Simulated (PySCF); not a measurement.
Vertical excitations of a molecule C2H7ClOSi from PySCF 2.14.0 with TDDFT-PBE/def2-SVPD, as energy in eV (oscillator strength): 6.00 (0.009), 6.44 (0.001), 6.56 (0.006), 6.67 (0.007), 7.05 (0.011), 7.08 (0.002), 7.13 (0.006), 7.17 (0.002), 7.31 (0.007), 7.41 (0.021). Lowest triplet (TDA): 5.78 eV. The structure is a stationary point at B3LYP-D3(BJ)/def2-SVP. The values are those of a single conformer.

Problem. Which molecule gave these data?
A) CC[Si@@H](O)Cl
B) OCC[SiH2]Cl
C) COC[SiH2]Cl
D) C[Si](C)(O)Cl

Solution. B, OCC[SiH2]Cl
